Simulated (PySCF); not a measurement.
Si(H)(SiH3) cation (H4Si2), SMILES [SiH][SiH3] (connectivity only; charge and spin as stated), charge +1, multiplicity 2.

Geometry optimised at PBE-D3(BJ)/def2-TZVP. The spin state was assumed, not searched. The isomer is the one that the SMILES or the coordinates give; other isomers of the formula were not compared.

All values below come from PySCF with SMD-PBE0/6-31G*.

Solvation free energies are E(SMD) − E(gas) at the gas-phase geometry, for 1 M in both phases.

| solvent | ΔG(solv) (kcal/mol) | its non-electrostatic (CDS) part |
|---|---|---|
| water | ? | ? |
| acetone | -57.1 | -0.5 |
| 1-octanol | -53.9 | -0.4 |

**Question.** Complete the blanks. (An estimate is asked for; the answer gives what the named calculation found.)

**Answer.** 
- water, ΔG(solv) (kcal/mol): -56.6
- water, its non-electrostatic (CDS) part: 2.2
